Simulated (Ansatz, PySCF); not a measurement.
WOF3, SMILES [F][W]([F])(=[O])[F] (connectivity only; charge and spin as stated), neutral, multiplicity 2. Atoms are numbered in the order given.

```xyz
5

W      0.0907     0.0127     0.0000
O      0.7459    -1.5575     0.0000
F     -0.6018     0.1419     1.7163
F      0.9056     1.7111     0.0000
F     -0.6018     0.1419    -1.7163
```
Charge 0, spin multiplicity 2.

Coordinates come from a r2SCAN-D4/def2-SVP optimisation. The spin state was assumed, not searched. The isomer is the one that the SMILES or the coordinates give; other isomers of the formula were not compared. The def2 effective core potentials stand for the cores of W; spin–orbit coupling is left out.

Two levels are set side by side: PBE-D3(BJ)/def2-SVP (Ansatz, a quantum-chemistry and plane-wave program) and r2SCAN-D4/def2-SVP (Ansatz). Each level has its own optimised geometry; the coordinates shown are those of the second. Frequencies come from the Hessian of PySCF at each geometry. Differences are taken from unrounded values.

| quantity | r2SCAN-D4 |
|---|---|
| mean bond length (Å) | 1.824 |
| bond W1–O2 (Å) | 1.701 |
| bond W1–F3 (Å) | 1.855 |
| bond W1–F4 (Å) | 1.884 |
| bond W1–F5 (Å) | 1.855 |
| highest harmonic wavenumber (cm⁻¹) | 1034 |
| mean harmonic wavenumber (cm⁻¹) | 452 |
| zero-point energy (kcal/mol) | 5.81 |

Q: What does PBE-D3(BJ) give, and how far is it from r2SCAN-D4? (The exact figures need the calculation; the answer reports its results.)

A: 
| quantity | PBE-D3(BJ) | PBE-D3(BJ) minus r2SCAN-D4 |
|---|---|---|
| mean bond length (Å) | 1.833 | 0.009 |
| bond W1–O2 (Å) | 1.711 | 0.009 |
| bond W1–F3 (Å) | 1.864 | 0.009 |
| bond W1–F4 (Å) | 1.894 | 0.010 |
| bond W1–F5 (Å) | 1.864 | 0.009 |
| highest harmonic wavenumber (cm⁻¹) | 1002 | -32 |
| mean harmonic wavenumber (cm⁻¹) | 438 | -14 |
| zero-point energy (kcal/mol) | 5.64 | -0.18 |
